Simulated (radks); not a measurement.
The numbers below are computed, except where a source is named.
Excited configurations of Ne: one electron is placed in a higher orbital outside [He] 2s2 2p5. The ground configuration is [Ne]. Level of theory: non-relativistic Kohn-Sham, PBEsol, spin-unpolarised, spherical densities, point nucleus (a radial shooting solver on a logarithmic mesh with Libxc functionals). Excitation = E - E(ground); binding = E(ion) - E, where the ion is the core of charge +1; n* = 1/sqrt(2 binding) in atomic units, and the quantum defect is n - n*.

outer orbital  excitation (eV)  binding (eV)  quantum defect  eigenvalue (eV)  <r> (bohr)
3s                      17.635         4.780           1.313           -2.593       4.366
3p                      19.469         2.946           0.851           -1.440       6.089
4p                      20.903         1.511           0.999           -0.864       13.27
4f                      21.518         0.896           0.104           -0.431       17.71
5d                      21.777         0.637           0.378           -0.395       31.87
6s                      21.687         0.727           1.675           -0.474       30.37
6p                      21.803         0.611           1.282           -0.397       35.58
6d                      21.959         0.455           0.534           -0.296       46.66
6f                      21.972         0.442           0.452           -0.279       45.28
7p                      21.977         0.438           1.425           -0.294       51.02
7f                      22.081         0.333           0.608           -0.220       63.45

The Delta-SCF ionisation energy is 22.414 eV (NIST Atomic Spectra Database: 21.565 eV, measured). Self-interaction in the functional shifts the binding energies and quantum defects, so they are the method's values and not measured ones. Spin polarisation and multiplet splitting are left out, so open shells lie too high by an amount that depends on their filling.

Beside tabulated values, note that spin-unpolarised runs miss the spin-polarisation part of the exchange energy of open shells.
